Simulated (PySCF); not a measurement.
From one molecule to another.

First species: C8H16Si.
InChI=1S/C8H16Si/c1-3-5-9-6-8(4-2)7-9/h4,8-9H,2-3,5-7H2,1H3/t8-,9+

Second species: C4H11B2N.
SMILES with atom numbers: `[BH2:1][N:2]([BH2:3])[CH:4]1[CH2:5][CH2:6][CH2:7]1` (hydrogens: H8, H9 on B1; H10, H11 on B3; H12 on C4; H13, H14 on C5; H15, H16 on C6; H17, H18 on C7)

Levels: wB97X-D/def2-SVPD for dipole moment, HOMO energy, LUMO energy, HOMO–LUMO gap, static isotropic polarisability and electronic spatial extent ⟨r²⟩ about the centre of nuclear charge; TDDFT wB97X-D/def2-SVPD for lowest singlet excitation; TDA wB97X-D/def2-SVPD for lowest triplet excitation (Tamm–Dancoff); ΔSCF wB97X-D/def2-SVPD for vertical ionisation energy; PBE0-D3(BJ)/def2-SVP for rotational constant A and rotational constant C. Geometries: PBE0-D3(BJ)/def2-SVP. Each species is one conformer at its optimised geometry, gas phase, non-relativistic unless stated; the electronic structure was computed with PySCF and density fitting.

Dipoles, sizes and rotational constants follow the conformer. The torsions of the flexible species, by atom-mapped SMILES:
- `[CH2:1]=[CH:2][C@H:3]1[CH2:4][Si@@H:5]([CH2:6][CH2:7][CH3:8])[CH2:9]1`: C1–C2–C3–C4 122°, C4–Si5–C6–C7 165°, Si5–C6–C7–C8 180°
- `[BH2:1][N:2]([BH2:3])[CH:4]1[CH2:5][CH2:6][CH2:7]1`: B1–N2–C4–C5 40°

Problem. Which of the two has the higher rotational constant A, and by how much?

Solution. The second: 5.208 GHz against 4.457 GHz, a difference of 0.751 GHz.

Problem. Which has the higher HOMO–LUMO gap?

Solution. The first: 10.90 eV against 10.82 eV, a difference of 0.08 eV.

Problem. Which has the higher rotational constant C?

Solution. The second: 1.565 GHz against 0.483 GHz, a difference of 1.082 GHz.

Problem. Which of the two has the higher T1 energy, and by how much?

Solution. The second: 5.48 eV against 4.45 eV, a difference of 1.03 eV.

Problem. Which has the higher LUMO energy?

Solution. The first: 1.88 eV against 0.71 eV, a difference of 1.17 eV.

Problem. Which has the higher static isotropic polarisability?

Solution. The first: 124.9 au against 81.3 au, a difference of 43.6 au.

Problem. Which has the higher dipole moment?

Solution. The second: 1.69 D against 0.96 D, a difference of 0.73 D.

Problem. Which of the two has the higher vertical ionisation energy, and by how much?

Solution. The second: 10.19 eV against 9.14 eV, a difference of 1.05 eV.

On the first: The polarisability is 18.50 Å³ as a volume (1 au = 0.148185 Å³), or 1.60 au for each of the 78 electrons.

On the second: In wavenumbers S1 is 49800 cm⁻¹ (1 eV = 8065.54 cm⁻¹). S1 lies 4.64 eV below the HOMO–LUMO gap; its leading configuration is HOMO−1→LUMO, weight 0.69.
